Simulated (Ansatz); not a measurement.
# C2H9NSi: structure from calculated spectroscopic constants

These gas-phase data were calculated for one isomer of C2H9NSi at B3LYP-D3(BJ)/6-311G** (harmonic, unscaled wavenumbers; equilibrium rotational constants with average atomic masses):

```
rotational constants            : 9.534, 3.433, 2.865 GHz
all wavenumbers above 1500 cm⁻¹ : 3681, 3591, 3080, 3077, 3040, 3018, 3007, 2214, 2209, 1593, 1508, 1506
dipole moment                   : 1.34 D (PBE0/def2-TZVPD)
```

Candidates:

(1) `C[SiH](C)N`, a singlet
(2) `CC[SiH2]N`, a singlet

Assign the data to one candidate and say why.

Candidate (2). 2 modes lie between 2000 and 2380 cm⁻¹, one for each Si–H bond, while (1) has 1.

The same quantities for all candidates:

```
     rotational constants (GHz)                                             wavenumbers above 1500 cm⁻¹  dipole (D)  E above the lowest, B3LYP-D3(BJ)/6-311G** (kcal/mol)
(1)          5.703, 5.337, 3.24              3664, 3576, 3107, 3090, 3090, 3084, 3024, 3016, 2202, 1595        1.11                                                   0.0
(2)         9.534, 3.433, 2.865  3681, 3591, 3080, 3077, 3040, 3018, 3007, 2214, 2209, 1593, 1508, 1506        1.34                                                  12.7
```

Each candidate is one conformer. Programs: Ansatz 0.2.0.
